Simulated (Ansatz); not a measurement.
Molecule (SMILES): [AlH] (AlH) (closed-shell singlet).
Atoms: Al1, H2. Bonds: Al1-H2.

How fast the optimised Al1-H2 bond length converges with the basis for several methods (Ansatz, an electronic-structure program): deviation from each method's own reference, in Å. References: B3LYP 1.6586 Å, the value in aug-cc-pV(5+d)Z; CCSD(T) 1.6505 Å, the value in aug-pcseg-3; HF 1.6453 Å, the value in aug-cc-pV(5+d)Z; MP2 1.6448 Å, the value in aug-cc-pV(5+d)Z; PBE 1.6766 Å, the value in aug-cc-pV(5+d)Z. Cartesian d functions, on some or all atoms, in 6-31G*; all else is spherical. In correlated methods cores are frozen. A restricted Hartree-Fock determinant is unstable towards unrestricted orbitals. No added dispersion term, no relativity. The reference of a correlated method is not its basis-set limit, which lies further on.

| basis | functions | B3LYP | CCSD(T) | HF | MP2 | PBE |
|---|---|---|---|---|---|---|
| STO-3G | 10 | -0.0638 | -0.0660 | -0.0895 | -0.0714 | -0.0659 |
| 6-31G* | 21 | 0.0144 | 0.0210 | 0.0070 | 0.0142 | 0.0141 |
| cc-pV(D+d)Z | 28 | 0.0114 | 0.0022 | 0.0058 | 0.0048 | 0.0120 |
| def2-SVPD | 32 | 0.0070 | 0.0036 | 0.0035 | 0.0050 | 0.0065 |
| 6-311++G(2d,2p) | 45 | 0.0039 | 0.0018 | 0.0017 | 0.0025 | 0.0043 |
| jun-cc-pV(T+d)Z | 62 | 0.0022 | 0.0020 | 0.0029 | 0.0018 | 0.0029 |
| aug-cc-pV(T+d)Z | 78 | 0.0013 | 0.0035 | 0.0027 | 0.0032 | 0.0018 |
| def2-QZVPP | 100 | 0.0004 | -0.0004 | 0.0003 | -0.0005 | 0.0005 |

Mean absolute deviation over 6-311++G(2d,2p), jun-cc-pV(T+d)Z, aug-cc-pV(T+d)Z: HF 0.0024, CCSD(T) 0.0025, B3LYP 0.0025, MP2 0.0025, PBE 0.0030 Å.
